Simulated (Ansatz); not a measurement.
One arrangement of a pair

The pair of Cl⁻ (SMILES [Cl-], atom 1) and H2 (SMILES [H][H], atoms 2–3), both closed shells, in one local arrangement (a lower one may exist), relaxed at PBE0-D4/def2-TZVPD:

```
3
angstrom
Cl -0.0835 0.0329 -1.9722
H 0.0579 -0.0228 1.3659
H 0.0255 -0.0101 0.6063
```

Computed with Ansatz 0.2.0 (basis: def2-TZVPPD, with def2-QZVPPD for the basis limit); correlated methods freeze the cores. B3LYP uses VWN-RPA correlation. Extrapolation: Hartree–Fock as exp(−7.88 √X), correlation as X^−2.97. Interaction energies count from these two fragments, frozen as in the pair, with the counterpoise correction; negative means bound.

(1) What is the interaction energy by CCSD(T) at an estimated basis limit (MP2 extrapolated from triple and quadruple zeta, plus CCSD(T) − MP2 in triple zeta)? (Judge from chemistry; the value comes from the calculation.)

(2) Which atoms make the shortest contact between the fragments?

The T1 diagnostic stays at or below 0.008.

## Answers

(1) By the calculation: -2.44 kcal/mol. Hartree–Fock alone gives -1.08 kcal/mol at the basis limit. It counts from the two fragments frozen as in the pair.

The same quantity by other methods in triple zeta, and each one's difference from that estimate:
| method | E_int (kcal/mol) | difference |
| --- | --- | --- |
| PBE-D4 | -3.48 | -1.04 |
| revPBE-D4 | -3.26 | -0.82 |
| BLYP-D4 | -2.95 | -0.51 |
| r2SCAN-D4 | -2.76 | -0.32 |
| B97M-V | -3.17 | -0.73 |
| PBE0-D4 | -3.21 | -0.77 |
| B3LYP-D4 | -2.94 | -0.50 |
| HSE06-D4 | -3.23 | -0.79 |
| wB97X-V | -2.60 | -0.16 |
| wB97M-V | -2.61 | -0.17 |
| B2PLYP | -2.21 | 0.24 |
| HF | -1.05 | 1.39 |
| MP2 | -2.12 | 0.32 |
| CCSD | -1.94 | 0.50 |
| CCSD(T) | -2.08 | 0.36 |
Differences are method less estimate.

(2) Cl1 and H3, 2.58 Å apart.

Basis-set superposition shift (counterpoise-corrected less uncorrected): CCSD(T) 0.36; MP2 0.32; HF 0.03; PBE0-D4 0.04; wB97M-V 0.05 kcal/mol.

For scale, one of the runs: CCSD(T)/def2-TZVPPD, 85 basis functions, launched by `ansatz run in.yaml --threads 2 --pin off --events-out ev --progress --plain --max-ram 5222MiB`. Hardware: 2 CPU threads, shared host. Wall time about 0.6 s.
